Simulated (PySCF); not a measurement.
Compound: C₅H₄F₄O₂.
Atom-mapped SMILES: `[O:1]=[C:2]1[CH2:3][O:4][C@@H:5]1[C@H:6]([F:7])[C:8]([F:9])([F:10])[F:11]` (hydrogens: H12, H13 on C3; H14 on C5; H15 on C6)

The same species was optimised twice, with GFN2-xTB and with PBE0-D3(BJ)/def2-SVP (PySCF), and the same property calculations (PySCF, gas phase) were run on both structures.

```
     coordinate  GFN2-xTB  PBE0-D3(BJ)/def2-SVP  change
      C5–C6 (Å)     1.531                 1.512  -0.019
      C6–C8 (Å)     1.536                 1.522  -0.014
      C2–C3 (Å)     1.509                 1.519  +0.010
      C2–C5 (Å)     1.535                 1.542  +0.007
     C8–F10 (Å)     1.343                 1.337  -0.006
      C3–O4 (Å)     1.434                 1.429  -0.005
      C8–F9 (Å)     1.333                 1.329  -0.004
      O4–C5 (Å)     1.427                 1.424  -0.003
     C8–F11 (Å)     1.328                 1.327  -0.001
      O1=C2 (Å)     1.185                 1.186  +0.001
      C6–F7 (Å)     1.368                 1.368   0.000
   C5–C6–C8 (°)     111.9                 113.5    +1.6
  F9–C8–F10 (°)     106.9                 108.3    +1.4
  C6–C8–F11 (°)     113.2                 111.9    -1.3
   O4–C5–C6 (°)     112.3                 111.1    -1.2
 F10–C8–F11 (°)     107.2                 108.3    +1.1
   C6–C8–F9 (°)     111.6                 110.5    -1.1
   C3–O4–C5 (°)      93.7                  94.7    +1.0
   C5–C6–F7 (°)     110.6                 109.7    -0.9
O4–C5–C6–F7 (°)       -69                   -65      +4
C5–C6–C8–F9 (°)      -177                  -179      -2
```

Rotational constants: A = 1987, B = 782.4, C = 730.1 MHz (GFN2-xTB) against A = 1993, B = 798.3, C = 738.5 MHz (PBE0-D3(BJ)/def2-SVP). Point groups within 0.08 Å: C1 and C1.

On the GFN2-xTB structure: HOMO (eV) -8.17 [PBE0/pcSseg-1]; LUMO (eV) -1.46 [PBE0/pcSseg-1]; dipole (D) 2.62 [PBE0/pcSseg-1]; GIAO shielding of O1 (ppm) -334.2 [PBE0/pcSseg-1]; GIAO shielding of C2 (ppm) -15.7 [PBE0/pcSseg-1]; GIAO shielding of C3 (ppm) 91.9 [PBE0/pcSseg-1]; GIAO shielding of O4 (ppm) 325.0 [PBE0/pcSseg-1]; GIAO shielding of C5 (ppm) 82.9 [PBE0/pcSseg-1]; GIAO shielding of C6 (ppm) 92.7 [PBE0/pcSseg-1]; GIAO shielding of F7 (ppm) 410.4 [PBE0/pcSseg-1]; GIAO shielding of C8 (ppm) 56.4 [PBE0/pcSseg-1].

Question: What do these properties become on the PBE0-D3(BJ)/def2-SVP structure?

Answer: 
```json
{"property": "HOMO (eV)", "level": "PBE0/pcSseg-1", "on GFN2-xTB": "-8.17", "on PBE0-D3(BJ)/def2-SVP": "-8.13", "change": "+0.04"}
{"property": "LUMO (eV)", "level": "PBE0/pcSseg-1", "on GFN2-xTB": "-1.46", "on PBE0-D3(BJ)/def2-SVP": "-1.42", "change": "+0.04"}
{"property": "dipole (D)", "level": "PBE0/pcSseg-1", "on GFN2-xTB": "2.62", "on PBE0-D3(BJ)/def2-SVP": "2.45", "change": "-0.17"}
{"property": "energy, GFN2-xTB geometry as zero (kcal/mol)", "level": "PBE0/pcSseg-1", "on GFN2-xTB": "0.0", "on PBE0-D3(BJ)/def2-SVP": "-0.6", "change": "-0.6"}
{"property": "GIAO shielding of O1 (ppm)", "level": "PBE0/pcSseg-1", "on GFN2-xTB": "-334.2", "on PBE0-D3(BJ)/def2-SVP": "-332.1", "change": "+2.1"}
{"property": "GIAO shielding of C2 (ppm)", "level": "PBE0/pcSseg-1", "on GFN2-xTB": "-15.7", "on PBE0-D3(BJ)/def2-SVP": "-16.7", "change": "-1.0"}
{"property": "GIAO shielding of C3 (ppm)", "level": "PBE0/pcSseg-1", "on GFN2-xTB": "91.9", "on PBE0-D3(BJ)/def2-SVP": "90.3", "change": "-1.6"}
{"property": "GIAO shielding of O4 (ppm)", "level": "PBE0/pcSseg-1", "on GFN2-xTB": "325.0", "on PBE0-D3(BJ)/def2-SVP": "321.1", "change": "-3.9"}
{"property": "GIAO shielding of C5 (ppm)", "level": "PBE0/pcSseg-1", "on GFN2-xTB": "82.9", "on PBE0-D3(BJ)/def2-SVP": "82.7", "change": "-0.2"}
{"property": "GIAO shielding of C6 (ppm)", "level": "PBE0/pcSseg-1", "on GFN2-xTB": "92.7", "on PBE0-D3(BJ)/def2-SVP": "94.4", "change": "+1.7"}
{"property": "GIAO shielding of F7 (ppm)", "level": "PBE0/pcSseg-1", "on GFN2-xTB": "410.4", "on PBE0-D3(BJ)/def2-SVP": "409.5", "change": "-0.9"}
{"property": "GIAO shielding of C8 (ppm)", "level": "PBE0/pcSseg-1", "on GFN2-xTB": "56.4", "on PBE0-D3(BJ)/def2-SVP": "57.8", "change": "+1.4"}
```

The heavy atoms differ by 0.052 Å rms after alignment. Among bonds between heavy atoms C5–C6 changes most (-0.019 Å). Changes are differences of the printed values. Neither structure is proved a minimum here.

Shape of the structure used: `[O:1]=[C:2]1[CH2:3][O:4][C@@H:5]1[C@H:6]([F:7])[C:8]([F:9])([F:10])[F:11]`: O4–C5–C6–F7 -65°, C5–C6–C8–F9 -179°.
